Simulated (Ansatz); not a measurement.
One elementary step

Start structure (GaH2Cl, closed shell), relaxed at PBE0-D4/def2-TZVP:

```
atom    x (Å)    y (Å)    z (Å)
 Ga1  -0.1581   0.1062  -0.0793
 Cl2   1.4868  -0.9997   0.7503
  H3  -0.0394   0.4271  -1.5972
  H4  -1.2893   0.4664   0.9264
```

The step: GaH₂Cl ([Cl][GaH2]) → GaH + HCl; bonds formed: Cl2–H3; bonds broken: Ga1–Cl2, Ga1–H3. Computed with Ansatz 0.2.0 (basis: def2-TZVPP and def2-QZVPP); correlated methods freeze the cores. Filled d shells of the heavier atoms are correlated. The def2 sets are not built for correlating such inner shells, so the correlated values are less sure here. Extrapolation: Hartree–Fock as exp(−7.88 √X), correlation as X^−2.97. Energies below are by CCSD(T) at an estimated basis limit (MP2 extrapolated from triple and quadruple zeta, plus CCSD(T) − MP2 in triple zeta).

Q: What are the electronic barrier and the energy of the step, from the start structure to the end structure? (To be estimated.)

A: By the calculation: Barrier 2.482 eV; step energy 1.907 eV (uphill); reverse barrier, their difference, 0.574 eV. Barrier and step energy count from the start structure, the reverse barrier from the end structure.

The saddle point: One imaginary mode of 911i cm⁻¹.
| pair | start (Å) | saddle (Å) | end (Å) |
| --- | --- | --- | --- |
| Cl2–H3 | 3.14 | 1.64 | 1.28 |
| Ga1–Cl2 | 2.15 | 2.60 | 2.96 |
| Ga1–H3 | 1.56 | 1.67 | 3.46 |

Zero-point energy (harmonic, PBE0-D4): ZPE is 0.391 eV at the start and 0.295 eV at the saddle, so the barrier goes from 2.482 to 2.385 eV.

First-order rate constant out of the start structure at 698 K by transition-state theory, with harmonic vibrational free energies alone and no tunnelling: ΔA‡ = 2.374 eV, so k = (kB T/h) exp(−ΔA‡/kB T) ≈ 10^-4 s⁻¹ (an order of magnitude at best: rotation, the number of equivalent paths and anharmonicity are left out).

T1 diagnostic: at most 0.016. The restricted Hartree–Fock reference is unstable towards an unrestricted one at one or more of these structures.

Labels in which every atom is bracketed show which atoms are joined, not bond orders.

For scale, one of the runs: CCSD(T)/def2-TZVPP, 118 basis functions, launched by `ansatz run in.yaml --threads 2 --pin off --events-out ev --progress --plain --max-ram 4352MiB`. The run took about 7 s on 2 CPU threads of an Arm Neoverse V1 (shared host).
